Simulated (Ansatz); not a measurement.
Method: frozen-core CCSD(T)/cc-pVDZ // PBE0-D3(BJ)/def2-SVP in Ansatz (a first-principles code). The restricted HF reference is unstable towards unrestricted orbitals.

Ansatz 0.2 input:
```yaml
crystal:
  periodic: [false, false, false]
  atoms:
    - { symbol: C, position_ang: [2.819588, -0.498769, 0.605922] }
    - { symbol: C, position_ang: [1.650728, -0.836694, 0.050404] }
    - { symbol: C, position_ang: [0.477279, 0.047445, -0.052393] }
    - { symbol: C, position_ang: [0.637647, 1.440272, -0.09573] }
    - { symbol: C, position_ang: [-0.453015, 2.298065, -0.179816] }
    - { symbol: C, position_ang: [-1.745046, 1.780849, -0.233509] }
    - { symbol: C, position_ang: [-1.931019, 0.402146, -0.203663] }
    - { symbol: C, position_ang: [-0.83846, -0.459922, -0.117186] }
    - { symbol: C, position_ang: [-1.091772, -1.945198, -0.074657] }
    - { symbol: F, position_ang: [-0.566266, -2.510366, 1.017248] }
    - { symbol: F, position_ang: [-0.554591, -2.572257, -1.133178] }
    - { symbol: F, position_ang: [-2.395708, -2.231406, -0.07727] }
    - { symbol: H, position_ang: [2.98715, 0.47819, 1.06831] }
    - { symbol: H, position_ang: [3.650077, -1.207748, 0.632771] }
    - { symbol: H, position_ang: [1.540707, -1.845468, -0.354701] }
    - { symbol: H, position_ang: [1.648291, 1.853072, -0.086712] }
    - { symbol: H, position_ang: [-0.29092, 3.377888, -0.215851] }
    - { symbol: H, position_ang: [-2.607603, 2.446553, -0.305239] }
    - { symbol: H, position_ang: [-2.93707, -0.016646, -0.244748] }
basis:
  gaussian: { orbitals: cc-pVDZ }
correlation:
  method: ccsd_t
```

Output:

```
Functional definition: HF
1875 factors; integrals over basis functions are off by at most 1.1e-3 eV
mean field evaluation 1: about -17496.1832 eV, gradient 5.2e1 eV
mean field evaluation 2: about -17496.7430 eV, gradient 5.3e1 eV
mean field evaluation 4: about -17503.4076 eV, gradient 6.3e0 eV
mean field evaluation 8: about -17503.5306 eV, gradient 3.8e-1 eV
mean field evaluation 16: about -17502.8171 eV, gradient 6.2e0 eV
mean field -17503.53132367 eV, -643.2429118252 hartree, gradient 9.9e-6 eV, S^2 0.000000; 0 other end points of the search recorded, 0 dependent functions left out; unrestricted orbitals would lower it
12 core orbitals not correlated
reference -17503.53132367 eV, -643.2429118252 hartree; 32, 32 occupied and 159, 159 virtual orbitals, 1875 factors
second order -46.96010097 eV of doubles, -0.00000000 eV of singles
cycle   1  -47.00997253 eV  change   -5.0e-2 eV  update   1.6e-1
cycle   2  -48.20229561 eV  change    -1.2e0 eV  update   4.9e-2
cycle   3  -48.49276385 eV  change   -2.9e-1 eV  update   2.3e-2
cycle   4  -48.48812864 eV  change    4.6e-3 eV  update   6.4e-3
cycle   5  -48.48829815 eV  change   -1.7e-4 eV  update   2.8e-3
cycle   6  -48.48984267 eV  change   -1.5e-3 eV  update   8.2e-4
cycle   7  -48.48959425 eV  change    2.5e-4 eV  update   3.2e-4
cycle   8  -48.48947085 eV  change    1.2e-4 eV  update   1.1e-4
cycle   9  -48.48949838 eV  change   -2.8e-5 eV  update   5.1e-5
perturbative correction -1.75098876 eV, -0.0643476500 hartree
Total energy: -17553.77181081 eV, -645.0892156733 hartree
```

Cost: very roughly 18 core-minutes.
